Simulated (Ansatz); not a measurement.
A geometry optimisation of C4H7BN2S with r2SCAN-D4/def2-SVP

The starting geometry of this gas-phase singlet was optimised with GFN2-xTB; its bonds are those of `CC#[N+][BH2-]SCC#N`.

```xyz
15

C    -0.7924    0.8864    1.5372
C    -0.0039   -0.0167    0.7740
C     0.4994    0.3201   -3.0554
C    -0.4472    0.9918   -2.2278
B     1.4297   -1.4275   -0.9019
N     0.6248   -0.7251    0.1220
N    -1.1621    1.5145   -1.4991
S     2.0239   -0.0114   -2.0611
H    -1.4885    0.3397    2.1726
H    -0.1476    1.5122    2.1537
H    -1.3474    1.5137    0.8348
H     2.3778   -1.9039   -0.3826
H     0.7165   -2.1772   -1.4807
H     0.8032    0.9547   -3.8880
H     0.0986   -0.6262   -3.4218
```

Task: Where would you expect an optimisation with r2SCAN-D4/def2-SVP to take it?

Result: It keeps its bonds, and is `CC#[N+][BH2-]SCC#N`.

The energy falls by 0.19 eV over 12 steps:

| step | E − E(last) (eV) |
| --- | --- |
| 1 | 0.187 |
| 2 | 0.040 |
| 3 | 0.017 |
| 5 | 0.003 |
| 6 | 0.001 |
| 7 | 0.000 |
| 8 | 0.000 |
| 10 | 0.000 |
| 11 | 0.000 |
| 12 | 0.000 |

Final geometry (Å):

```xyz
15

C    -0.8435    0.8701    1.6049
C     0.0067   -0.0018    0.8332
C     0.5194    0.2934   -3.0822
C    -0.3991    1.0712   -2.2621
B     1.4773   -1.4054   -0.9398
N     0.6617   -0.6561    0.1407
N    -1.1069    1.6668   -1.5543
S     2.0811   -0.1086   -2.2018
H    -1.5645    0.2840    2.1938
H    -0.2391    1.4927    2.2811
H    -1.3779    1.5146    0.8855
H     2.4574   -1.8917   -0.4083
H     0.7162   -2.2288   -1.4232
H     0.7804    0.8760   -3.9805
H     0.0154   -0.6313   -3.4112
```

No frequencies were run, so the end isn't proven a minimum. Run with Ansatz 0.2.0, 33 s on 4 threads of Arm Neoverse V2 (shared host).
